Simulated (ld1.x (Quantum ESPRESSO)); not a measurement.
## manganese (Mn), RRKJ: configuration errors across variants

```json
{
 "Element": "Mn (Z = 25)",
 "Generator": "ld1.x (Quantum ESPRESSO) 7.5",
 "Type": "norm-conserving RRKJ (Kleinman–Bylander form)",
 "Functional": "PBE",
 "Relativity": "scalar-relativistic",
 "Frozen core": "[Ne] 3s2",
 "Valence charge": "13",
 "Reference configuration": "3p6 3d5 4s2 4p0",
 "Partial waves": "3p (bound): rc 1.10 bohr; 3d (bound): rc 1.90 bohr; 4s (bound): rc 2.75 bohr",
 "Local potential": "the s channel",
 "Core correction": "none",
 "rho0": "0.01"
}
```

All-electron excitation energies from the reference (eV): (1) 3p6 3d5 4s1 4p0 8.416; (2) 3p6 3d5 4s0 4p0 24.015; (3) 3p6 3d4 4s0 4p0 56.534; (4) 3p6 3d3 4s0 4p0 107.296; (5) 3p6 3d4 4s2 4p1 7.801; (6) 3p6 3d5 4s1 4p1 3.857.

Tests that are not counted but printed errors over 1 eV. “all radii scaled by about 1.41 (s 3.88, p 1.56, d 2.68 bohr)”: all (the test run did not reproduce the reference configuration, from which every error is measured).

5 further variants failed, have other tests or another functional or relativity, and are left out.

Errors AE − PS in meV (a dash: test not solved or not reliable):

```csv
change,(1),(2),(3),(4),(5),(6),bound ghosts
base,+0.4,-9.4,-122,+163,-894,-605,none
wave 3d (bound): rc 1.90 bohr becomes 3d (bound): rc 1.42 bohr,-2.3,-20,-207,-732,-1064,-606,none
core correction a·sin(br)/r model core inside 0.88 bohr,-1.6,-28,-172,+28,-905,-606,none
"all radii scaled by about 1.41 (s 3.88, p 1.56, d 2.68 bohr)",–,–,–,–,–,–,none
```

Give the same row for: wave 3p (bound): rc 1.10 bohr becomes 3p (bound): rc 1.60 bohr.

+0.3, -9.8, -127, +134, –, -608; bound ghosts: none. Not counted: 3p6 3d4 4s2 4p1 (solver errors, printed error -1203 eV).
